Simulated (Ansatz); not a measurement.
Molecule (SMILES): [BH2] (BH2), doublet.
Atoms: B1, H2, H3. Bonds: B1-H2, B1-H3.

Basis-set convergence of the optimised B1-H2 bond length at HF with Ansatz (a first-principles code). Cartesian d functions, on some or all atoms, in 6-31G*, 6-31+G*; all else is spherical. The program fits the integrals of some runs and decomposes those of others, by size. Open shells are unrestricted. No added dispersion term, no relativity. Reference: the value in pcseg-4, 1.1825 Å, itself unsure by roughly 0.0002 Å (its mean distance from aug-pcseg-3, aug-cc-pVQZ, cc-pV5Z). Deviations are taken from unrounded values.

```json
[
 {"basis": "6-31G*", "functions": "19", "optimised B1-H2 bond length (Å)": "1.1855"},
 {"basis": "6-31+G*", "functions": "23", "optimised B1-H2 bond length (Å)": "1.1846"},
 {"basis": "cc-pVDZ", "functions": "24", "optimised B1-H2 bond length (Å)": "1.1953"},
 {"basis": "aug-cc-pVDZ", "functions": "41", "optimised B1-H2 bond length (Å)": "1.1933"},
 {"basis": "def2-SVP", "functions": "24", "optimised B1-H2 bond length (Å)": "1.1944"},
 {"basis": "def2-SVPD", "functions": "36", "optimised B1-H2 bond length (Å)": "1.1939"},
 {"basis": "pcseg-1", "functions": "24", "optimised B1-H2 bond length (Å)": "1.1860"},
 {"basis": "aug-pcseg-1", "functions": "41", "optimised B1-H2 bond length (Å)": "1.1876"},
 {"basis": "6-311G**", "functions": "30", "optimised B1-H2 bond length (Å)": "1.1850"},
 {"basis": "6-311+G**", "functions": "34", "optimised B1-H2 bond length (Å)": "1.1847"},
 {"basis": "def2-TZVP", "functions": "43", "optimised B1-H2 bond length (Å)": "1.1842"},
 {"basis": "def2-TZVPD", "functions": "55", "optimised B1-H2 bond length (Å)": "1.1843"},
 {"basis": "cc-pVTZ", "functions": "58", "optimised B1-H2 bond length (Å)": "1.1837"},
 {"basis": "aug-cc-pVTZ", "functions": "92", "optimised B1-H2 bond length (Å)": "1.1836"},
 {"basis": "pcseg-2", "functions": "58", "optimised B1-H2 bond length (Å)": "1.1830"},
 {"basis": "aug-pcseg-2", "functions": "92", "optimised B1-H2 bond length (Å)": "1.1831"},
 {"basis": "def2-TZVPP", "functions": "59", "optimised B1-H2 bond length (Å)": "1.1835"},
 {"basis": "def2-TZVPPD", "functions": "71", "optimised B1-H2 bond length (Å)": "1.1835"},
 {"basis": "cc-pVQZ", "functions": "115", "optimised B1-H2 bond length (Å)": "1.1828"},
 {"basis": "aug-cc-pVQZ", "functions": "172", "optimised B1-H2 bond length (Å)": "1.1828"},
 {"basis": "def2-QZVPP", "functions": "117", "optimised B1-H2 bond length (Å)": "1.1827"},
 {"basis": "def2-QZVPPD", "functions": "129", "optimised B1-H2 bond length (Å)": "1.1827"},
 {"basis": "pcseg-3", "functions": "126", "optimised B1-H2 bond length (Å)": "1.1824"},
 {"basis": "aug-pcseg-3", "functions": "183", "optimised B1-H2 bond length (Å)": "1.1824"}
]
```

What the diffuse functions change, pair by pair:
- 6-31G* to 6-31+G*: 4 more functions, deviation 0.0030 to 0.0021 Å
- cc-pVDZ to aug-cc-pVDZ: 17 more functions, deviation 0.0128 to 0.0108 Å
- def2-SVP to def2-SVPD: 12 more functions, deviation 0.0119 to 0.0114 Å
- pcseg-1 to aug-pcseg-1: 17 more functions, deviation 0.0035 to 0.0051 Å
- 6-311G** to 6-311+G**: 4 more functions, deviation 0.0025 to 0.0022 Å
- def2-TZVP to def2-TZVPD: 12 more functions, deviation 0.0017 to 0.0018 Å
- cc-pVTZ to aug-cc-pVTZ: 34 more functions, deviation 0.0012 to 0.0011 Å
- pcseg-2 to aug-pcseg-2: 34 more functions, deviation 0.0005 to 0.0006 Å
- def2-TZVPP to def2-TZVPPD: 12 more functions, deviation 0.0010 to 0.0010 Å
- cc-pVQZ to aug-cc-pVQZ: 57 more functions, deviation 0.0003 to 0.0003 Å
- def2-QZVPP to def2-QZVPPD: 12 more functions, deviation 0.0002 to 0.0002 Å
- pcseg-3 to aug-pcseg-3: 57 more functions, deviation -0.0001 to -0.0001 Å

They bring the value nearer the reference by more than 0.0002 Å in 4 of 12 pairs.
